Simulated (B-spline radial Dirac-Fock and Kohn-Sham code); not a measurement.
# Photoionisation of scandium ions at Al Kα (taken as 1486.9 eV)

Level of theory: Dirac-Hartree-Slater photoionisation with all multipoles and Dirac-Fock thresholds; a B-spline atomic structure program. Cross sections in kb; a dash marks an empty subshell or a threshold above the photon energy.

| ion | configuration | total | 2s | 2p1/2 | 3s | 3p1/2 | 3d3/2 |
| --- | --- | --- | --- | --- | --- | --- | --- |
| Sc | [Ar] 3d1 4s2 | 143.8 | 41.1 | 29.8 | 5.68 | 3.02 | 0.0232 |
| Sc²⁺ | [Ar] 3d1 | 143.7 | 41.1 | 29.8 | 5.71 | 3.05 | 0.0257 |
| Sc⁷⁺ | [Ne] 3s2 3p2 | 142.6 | 41.7 | 30.3 | 7.39 | 1.44 | – |
| Sc¹⁴⁺ | [He] 2s2 2p3 | 108.3 | 49.8 | 19.8 | – | – | – |
| Sc¹⁵⁺ | [He] 2s2 2p2 | 94.21 | 52.0 | 14.3 | – | – | – |
| Sc¹⁷⁺ | [He] 2s2 | 55.65 | 55.6 | – | – | – | – |

Values without a named source are computed, but for edge energies of neutral atoms, which are taken from tables.
